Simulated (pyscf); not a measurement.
S=GaH, singlet

Gas-phase minimum from PySCF at ωB97X-D3(BJ)/def2-SVP, one conformer. S=GaH lies 12.9 kcal/mol over its isomer HS–Ga [singlet] (electronic energy, ωB97M-D3(BJ)). 

```xyz
3

S      1.0247     0.3135     1.3114
Ga    -0.6059    -0.5100     0.5074
H     -1.8579    -1.1421    -0.1101
```

Bonded distances (Å): S1–Ga2 1.996, Ga2–H3 1.532. Bond angles (°): S1–Ga2–H3 180.0.

Properties at ωB97X-D3(BJ)/def2-SVP:

| Item | Result |
|---|---|
| Harmonic wavenumbers, unscaled | 484, 484, 600, 2116 cm⁻¹ |
| Zero-point energy | 5.3 kcal/mol |
| Rotational symmetry number | 1 |
| Entropy of this conformer at 298 K and 1 atm, rigid rotor and harmonic oscillator, modes under 100 cm⁻¹ raised to 100 | 241.0 J/(mol K) |
| Dipole moment | 3.75 D |

Single-point totals, which compare only within one level (frozen core for MP2 and CC):

```csv
level,total energy (hartree)
ωB97X-D3(BJ)/def2-TZVP,-2323.64397
PBE/def2-TZVP,-2323.21540
r²SCAN/def2-TZVP,-2323.63840
B3LYP-D3(BJ)/def2-TZVP,-2323.74892
PBE0-D3(BJ)/def2-TZVP,-2323.28410
M06-2X/def2-TZVP,-2323.64904
ωB97M-D3(BJ)/def2-TZVP,-2323.74961
HF/def2-TZVPP,-2321.39072
MP2/def2-TZVPP,-2321.78085
CCSD/def2-TZVPP,-2321.79181
CCSD(T)/def2-TZVPP,-2321.81295
```

The CCSD(T) − MP2 part came from Ansatz, without density fitting, on the same reference. The frozen core leaves the outer d or s,p core shells of the metals and heavy elements correlated in the MP2 and CC values, and def2-TZVPP describes them poorly, so these totals are far from the basis limit. Elements up to Kr have no core potential and no relativistic terms here.
